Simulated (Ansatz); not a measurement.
Ideal-gas functions of `[OH][Zr]([OH])([SeH])[SeH]` at 298.15 K and 1 bar, from an Ansatz frequency run at PBE0-D4/def2-TZVP.

Molar mass 285.17 g/mol, point group C2 (symmetry number 2), electronic degeneracy 1, moments of inertia 344.407, 822.018, 972.431 u Å². Harmonic wavenumbers (cm⁻¹, unscaled): 59, 98, 104, 115, 132, 143, 185, 202, 250, 269, 286, 334, 356, 434, 441, 734, 736, 2422, 2422, 3988, 3990.

Use S(trans) = R[1.5 ln M + 2.5 ln T − 1.1517]; rotational temperatures θ = 24.2544 K / I; S(rot) = R[ln(√π/σ · √(T³/θAθBθC)) + 1.5]; for each mode x = 1.438777 ν̃/T, S = R[x/(eˣ − 1) − ln(1 − e⁻ˣ)] and H = RT x/(eˣ − 1); 1 cm⁻¹ = 0.0119627 kJ/mol; R = 8.31446 J/(mol·K).

Task: By hand: the entropy, in J/(mol·K).

Result: Translation 179.4. Rotation: θ = 0.0704, 0.0295, 0.0249 K, giving 123.6. Vibration, mode by mode: 18.79, 14.62, 14.13, 13.32, 12.20, 11.56, 9.53, 8.85, 7.24, 6.71, 6.27, 5.19, 4.77, 3.54, 3.45, 1.12, 1.11, 0.00, 0.00, 0.00, 0.00, in all 142.4. Electronic 0.0. Sum 445.4 J/(mol·K).

Task: By hand: H − E and G − E in kJ/mol, counted from the electronic energy.

Result: Zero-point energy ½ × 17700 × 0.0119627 = 105.9; thermal vibration 21.9; translation, rotation and pV give 4 RT = 9.9. H − E = 137.7 kJ/mol, and G − E = 137.7 − 298.15 × 445.4/1000 = 4.9 kJ/mol.

Vibration gives 32 % of the entropy, 84.6 J/(mol·K) of it from the modes under 150 cm⁻¹: soft modes count most, and the harmonic formula is weakest for them. The sum counts one conformer and one mirror image; others add a mixing term.
